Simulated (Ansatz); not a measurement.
A run for Ansatz (a first-principles code): U-B97M-V/def2-TZVPP on CrO2 (SMILES [O]=[Cr]=[O]), 2S+1 = 3, a spin state set in the input, which need not be the lowest.

Ansatz 0.2 input:
```yaml
crystal:
  periodic: [false, false, false]
  atoms:
    - {symbol: Cr, position_ang: [0.24665844, -0.20410954, 0.24561024]}
    - {symbol: O, position_ang: [0.97414110, 0.29877995, -1.08367493]}
    - {symbol: O, position_ang: [-1.25396826, -0.04719881, 0.76774505]}
basis:
  gaussian:
    orbitals: def2-TZVPP
hamiltonian:
  xc: {name: B97M-V}
magnetization: {spin_polarized: true, initial_magnetization: 2}
```

Program output:

```
WARN ansatz: RAYON_NUM_THREADS=1 ignored (pool sized by the plan → 1); use --threads N
Functional definition: B97M-V
integrals: 0.05 GiB planned
721 factors; their error is unknown
mean field: 0.59 GiB planned
mean field evaluation 1: about -32497.0672 eV, gradient 6.0e1 eV
mean field evaluation 2: about -32146.4381 eV, gradient 3.1e2 eV
mean field evaluation 4: about -32507.8493 eV, gradient 1.9e1 eV
mean field evaluation 8: about -32508.9569 eV, gradient 3.1e-1 eV
mean field evaluation 16: about -32508.9500 eV, gradient 2.6e-3 eV
mean field evaluation 32: about -32508.1004 eV, gradient 4.9e-1 eV
mean field -32508.95000298 eV, -1194.6818772519 hartree, gradient 4.4e-5 eV, S^2 2.095164; 6 other end points of the search recorded, 0 dependent functions left out
reference -32508.95007066 eV, -1194.6818797390 hartree; 21, 19 occupied and 105, 107 virtual orbitals, 721 factors
Total energy: -32508.95007066 eV, -1194.6818797390 hartree
```

Self-consistency was reached.

Cost: about 19 core-seconds (a rough figure).
